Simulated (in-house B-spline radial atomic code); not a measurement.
BLYP excitations of Tl II (Tl+)

Method: BLYP. Computed with a B-spline radial code for spherical atoms: linear response of the closed shell [Xe] 4f14 5d10 6s2 with the functional's adiabatic kernel; scalar-relativistic (spin-free one-electron X2C), finite nucleus, no spin-orbit coupling, no double excitations, S, P, D and F terms only; shells from n = 4 respond. Only terms of natural parity with L up to 3 were computed.

Spin-orbit coupling is strong here, so these LS terms don't match observed levels.

Command:
```bash
python run_td.py task.json out
```
Settings (radii: box in bohr, nucleus in fm):
```
Z                        81
electrons                80
configuration            [Xe] 4f14 5d10 6s2
hamiltonian              x2c
method                   b88,lyp
box_radius               41.61
rms_radius               5.4759
intervals                74
```

Time taken, with all properties: 6.2 s on 1 thread of Arm Neoverse N1, with other jobs on the host.

The lowest states, in the order of their Tamm-Dancoff energies; the method's threshold (minus the highest occupied level) is 16.266 eV. Labels give the largest channel, * marks a mixed state, and oscillator strengths are full-response dipole values. Measured ¹D terms are left out, since they can mix with doubly excited terms. Semilocal kernels can invert the small singlet-triplet splittings of Rydberg terms. Energies in eV:

```json
{"state": "6s → 6p 3P", "full response": "?", "Tamm-Dancoff": "?", "oscillator strength": "-", "measured (J-weighted term)": "?"}
{"state": "6s → 6p 1P", "full response": "9.152", "Tamm-Dancoff": "9.432", "oscillator strength": "1.28", "measured (J-weighted term)": "9.381"}
{"state": "6s → 7s 3S", "full response": "12.370", "Tamm-Dancoff": "12.372", "oscillator strength": "-", "measured (J-weighted term)": "13.047"}
{"state": "6s → 7s 1S", "full response": "12.601", "Tamm-Dancoff": "12.620", "oscillator strength": "-", "measured (J-weighted term)": "13.390"}
{"state": "6s → 6d 3D", "full response": "?", "Tamm-Dancoff": "?", "oscillator strength": "-", "measured (J-weighted term)": "?"}
{"state": "6s → 6d 1D", "full response": "13.692", "Tamm-Dancoff": "13.694", "oscillator strength": "-", "measured (J-weighted term)": "-"}
```

(1) Where does 6s → 6p 3P lie?

(2) Where does 6s → 6d 3D lie?

(3) How large is the singlet-triplet splitting of 6s → 6p (P terms) in Tamm-Dancoff?

(4) What polarisabilities and dispersion coefficient does the method give?

Answers

(1) At 7.339 eV in full response, 7.387 eV in Tamm-Dancoff; measured 7.098 eV.

(2) At 13.658 eV in full response, 13.661 eV in Tamm-Dancoff; measured 14.452 eV.

(3) 2.05 eV, from the unrounded values.

(4) Dipole 19.81 bohr³, quadrupole 95.68 bohr⁵, C6 160.1 hartree·bohr⁶ for two such species.
